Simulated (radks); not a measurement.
The numbers below are computed, except where a source is named.
Task: Numerical settings for neutral dysprosium, [Xe] 4f10 6s2. Level of theory: Dirac Kohn-Sham, PBE, spin-unpolarised, spherical densities, point nucleus; open shells fill j = l - 1/2 first (a radial shooting solver on a logarithmic mesh with Libxc functionals). The defaults (mesh step 0.008 in ln r, mesh end at 40 bohr or more with all orbitals vanishing there, Anderson mixing 0.5 over 9 steps, residual threshold near 1e-9 with the energy settled to 1e-9 hartree or 1e-11 of itself, here a cap of 92 iterations) give E = -12168.2841 hartree and 4f7/2 at -2.609 eV in 16 iterations. Run on one thread of a shared host, so times are rough (Arm Neoverse V1): 0.2 s of CPU time, 0.2 s wall, 16 iterations on 2728 mesh points. One setting is changed at a time: mesh step in ln r 0.005; mesh step in ln r 0.08; mesh step in ln r 0.02; mesh end (bohr) 1; mesh end (bohr) 3; residual threshold 1e-16; residual threshold 0.01; mixing 1; linear mixing, mixing 0.05; linear mixing, mixing 0.5; mixing history 3; iteration cap 2. Which runs fail to converge, and which converge to a wrong energy?

Result: Not converged within the cap: mesh step in ln r 0.08; residual threshold 1e-16; linear mixing, mixing 0.05; linear mixing, mixing 0.5; iteration cap 2. Settled on a wrong energy, with an occupied level pushed above zero by the early mesh end: mesh end (bohr) 1 (+338 hartree); mesh end (bohr) 3 (+3.36 hartree). Apart from these: no run marked as converged misses the energy by more than 1 mhartree.
